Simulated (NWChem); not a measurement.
Molecule: C$_{3}$H$_{2}$F$_{2}$O$_{2}$; SMILES FC1=C(F)OCO1

```xyz
9

F      0.0000    -1.5450    -1.3505
C      0.0000    -0.6640    -0.3902
C      0.0000     0.6640    -0.3902
F      0.0000     1.5450    -1.3505
O      0.0000     1.1490     0.8820
C      0.0000     0.0000     1.7149
O      0.0000    -1.1490     0.8820
H      0.9055     0.0000     2.3484
H     -0.9055     0.0000     2.3484
```
Atoms are numbered in this order, from 1.

This is a stationary point of PBE0/def2-SVP (NWChem), point group Cs. 

**Question.** Is it a minimum? If not, what does it relax to?

**Answer.** No. It has an imaginary frequency of 179i cm⁻¹. Following that mode (on a finer grid) lowers the energy by 1.2 kcal/mol and ends, with real frequencies alone, at point group Cs:
```xyz
9

F     -0.0888    -1.5460    -1.3188
C     -0.0037    -0.6660    -0.3618
C     -0.0037     0.6660    -0.3618
F     -0.0888     1.5460    -1.3188
O      0.1943     1.1361     0.9035
C     -0.0973     0.0000     1.6919
O      0.1943    -1.1361     0.9034
H      0.5268     0.0000     2.5940
H     -1.1799     0.0000     1.9448
```
